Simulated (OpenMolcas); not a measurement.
Sm3+ with 8 ligands (fluoride) in square antiprismatic coordination (D4d), a polar angle of 56.2° against the regular 57.3°. A charge of +0.625 e stands 2.8 Å behind each ligand. Ligand basis ANO-RCC-VDZP.

- Program: OpenMolcas 26.06
- Method: CASSCF
- Basis: ANO-RCC-VDZP [7s6p4d2f1g]
- Scalar Hamiltonian: DKH2, point nucleus
- Active space: 5 electrons in 7 orbitals (4f)
- State averaging: 2S+1 = 6 odd, 21 roots; 2S+1 = 4 odd, 128 roots kept (CI in the orbitals of an earlier block, 108 in the spin-orbit step); 2S+1 = 2 odd, 130 roots kept (CI in the orbitals of an earlier block, 41 in the spin-orbit step)
- Spin-orbit coupling: state interaction with AMFI integrals over the reference wave functions

All ligands move together. At R = 2.39 Å the width of the lowest J multiplet is 180 cm-1, and at R = 2.51 Å it is 148 cm-1.

Task: A third run gives 214 cm-1. What distance was it run at?

Result: With a power law R^-n the two known points give n = -ln(148 / 180) / ln(2.51 / 2.39) = 4.00. Then R = 2.39 × (180 / 214)^(1/4.00) = 2.289 Å. The run was at 2.28 Å, so the estimate is off by +0.009 Å.

High states are left out of the spin-orbit mixing, which shifts the levels that they would mix with. Without dynamic correlation the ligand-field splitting of an f shell can come out too small, at times by half. No measured value stands beside these numbers; the geometry is a model, was not optimised and need not be the one that this ion takes.
